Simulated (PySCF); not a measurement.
Single point on CdTe⁻

State: ²Σ⁺ (doublet), unpaired electrons σ ↑.

An equivalent input (the run itself took its basis sets from the Basis Set Exchange, started from a PBE0 density and held the occupation σ 9α 8β, πx 5α 5β, πy 5α 5β, δx 2α 2β, δy 2α 2β):

```python
from pyscf import gto, dft
mol = gto.M(atom='Cd 0 0 0; Te 0 0 2.689', basis={'Cd': 'def2-SVPD', 'Te': 'def2-SVPD'}, ecp={'Cd': 'def2-SVPD', 'Te': 'def2-SVPD'},
            charge=-1, spin=1, verbose=4, symmetry='C2v')
mf = dft.UKS(mol, xc='LDA,VWN')
mf.grids.atom_grid = (80, 434)
mf.grids.prune = dft.gen_grid.treutler_prune
mf.irrep_nelec = {'A1': (11, 10), 'A2': (2, 2), 'B1': (5, 5), 'B2': (5, 5)}
mf.conv_tol = 1e-9
mf.max_cycle = 60
mf.diis_space = 10
mf.kernel()
```

The log (some set-up lines and the per-cycle HOMO/LUMO lines removed):

```
******** <class 'pyscf.dft.uks_symm.SymAdaptedUKS'> ********
method = SymAdaptedUKS
damping factor = 0
level_shift factor = 0
DIIS = <class 'pyscf.scf.diis.CDIIS'>
diis_start_cycle = 1
diis_space = 10
diis_damp = 0
SCF conv_tol = 1e-09
SCF conv_tol_grad = None
SCF max_cycles = 60
number electrons alpha = 23  beta = 22
Set gradient conv threshold to 3.16228e-05
init E= -435.161158163971
cycle= 1 E= -435.163687057331  delta_E= -0.00253  |g|= 0.093  |ddm|= 0.314
cycle= 2 E= -435.154366899479  delta_E= 0.00932  |g|= 0.133  |ddm|= 0.312
cycle= 3 E= -435.164109475379  delta_E= -0.00974  |g|= 0.0637  |ddm|= 0.299
cycle= 4 E= -435.167818658862  delta_E= -0.00371  |g|= 0.00336  |ddm|= 0.107
cycle= 5 E= -435.167819449002  delta_E= -7.9e-07  |g|= 0.00267  |ddm|= 0.011
cycle= 6 E= -435.167826685442  delta_E= -7.24e-06  |g|= 0.000391  |ddm|= 0.00395
cycle= 7 E= -435.167826840086  delta_E= -1.55e-07  |g|= 5.64e-05  |ddm|= 0.00101
cycle= 8 E= -435.16782684299  delta_E= -2.9e-09  |g|= 1.7e-05  |ddm|= 0.000167
cycle= 9 E= -435.167826843162  delta_E= -1.72e-10  |g|= 5.43e-06  |ddm|= 3.1e-05
Extra cycle  E= -435.16782684294  delta_E= 2.21e-10  |g|= 1.61e-05  |ddm|= 4.05e-05
converged SCF energy = -435.16782684294  <S^2> = 0.75159706  2S+1 = 2.0015964
```

Repeating this along the bond gives Re = 2.633 Å and ωe = 178 cm⁻¹.

A point of this curve took 1.1 CPU seconds beside 0.61 for the integrals, on Arm Neoverse N1 (shared host).

Spin–orbit coupling is left out. The state is the lowest determinant that a PBE0 search found; another state may lie lower at other levels.
